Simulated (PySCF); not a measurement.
CH5OSi (calculated)

Calculation on a computer-drawn molecule: the log of a Hartree-Fock and frozen-core CCSD(T) single point meant for a local Hartree-Fock minimum, with one planted fault or none, to be diagnosed. Offsets are logged minus clean, where the clean run is the same molecule without the fault. The reference is restricted for singlets and unrestricted otherwise, and also for a bond in bohr or an excited solution. Adding or removing an electron swaps singlet and doublet. The excited solution moves the top pair (singlet) or top alpha electron (doublet) to the lowest empty orbital. Highest occupied and lowest empty are orbital energies over both spins, largest force is the largest gradient component, triples share is (T) over the correlation energy, the T1 limit is 0.02 restricted and 0.045 unrestricted, electrons count all cores, a negative frequency is imaginary (commonest isotopes), and the dipole is about the centre of nuclear charge. Program: PySCF 2.14.0.

```yaml
- formula: CH5OSi
  logged_structure:
    atoms_angstrom:
      - [O, 1.7907, 1.9153, -0.1811]
      - [C, 0.4521, 1.9063, -0.4218]
      - [Si, -0.6538, 0.4408, -0.1427]
      - [H, 2.0421, 1.1725, 0.3475]
      - [H, 0.148, 2.7984, -0.9578]
      - [H, -0.6467, -0.5278, -1.2682]
      - [H, -2.0398, 0.9184, 0.0565]
      - [H, -0.1745, -0.2782, 1.0657]
  given:
    meant_charge: 0
    meant_multiplicity: 2
    meant_basis: "cc-pV(D+d)Z"
    logged_electrons: 32
    logged_basis_functions: 76
    logged_SCF_converged: "yes"
    logged_spin_squared: 0.0
    "logged_highest_occupied [eV]": -18.717
    "logged_lowest_empty [eV]": -5.8796
    "logged_largest_force [hartree/bohr]": 0.13537
    logged_T1_diagnostic: 0.024734
    logged_D1_diagnostic: 0.09754
    logged_triples_share: 0.030424
    logged_CC_converged: "yes"
    "logged_dipole_magnitude [debye]": 0.92929
    logged_SCF_stable_within_its_kind: "yes"
    "logged_energy_HF [hartree]": -404.25861
    "logged_energy_CCSD(T) [hartree]": -404.72337
    possible_faults: "no fault, one electron removed, one electron added, multiplicity raised by two, geometry at a saddle point, SCF held on an excited solution, minimal basis STO-3G, one bond length entered in bohr, all coordinates scaled"
    drawn_bonds_atom: [1, 2, 1, 2, 3, 3, 3]
    drawn_bonds_other_atom: [2, 3, 4, 5, 6, 7, 8]
    drawn_bonds_order: [1, 1, 1, 1, 1, 1, 1]
  results:
    planted_fault: "one electron removed"
    "HF_energy_offset_from_clean_run [kcal/mol]": 169.3
    "CCSD(T)_energy_offset_from_clean_run [kcal/mol]": 168.0
  notes: ["T1 above single-reference limit"]
```
